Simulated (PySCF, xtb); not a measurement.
B(F)(OMe)2 (C₂H₆BFO₂), SMILES COB(F)OC.

GFN2-xTB (xtb) at its own geometry gives an orbital gap of 7.87 eV and a dipole moment of 2.65 D.

The structure is a stationary point at ωB97X-D3(BJ)/def2-SVP. The values are those of a single conformer.

What does PySCF with ωB97X/def2-TZVP give? (Estimate from the structure and the level; the computed values follow.)

gap 13.85 eV (levels -10.98 and 2.87 eV), dipole 2.14 D.
